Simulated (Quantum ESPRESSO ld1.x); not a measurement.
Task: Species: Sr35+. Configuration: 2s1 3s2 (not the ground configuration). Method: scalar-relativistic Kohn-Sham, PBE, spin-unpolarised, spherical densities, point nucleus; without spin polarisation the odd electron is poorly described; computed with ld1.x of Quantum ESPRESSO 7.5. Some entries of the table are withheld. Estimate them.

| orbital | occ. | eigenvalue (eV) | <r> (bohr) | <r^2> (bohr^2) |
|---|---|---|---|---|
| 2s | 1 | -4799.03 | 0.1542 | (1) |
| 2p | 0 | -4712.04 | (2) | (3) |
| 3s | 2 | -2055.71 | (4) | 0.1425 |
| 3d | 0 | -1989.95 | 0.2820 | (5) |

Result: 
(1) 2s <r^2> (bohr^2): 0.02782
(2) 2p <r> (bohr): 0.1303
(3) 2p <r^2> (bohr^2): 0.02045
(4) 3s <r> (bohr): 0.3541
(5) 3d <r^2> (bohr^2): 0.09114
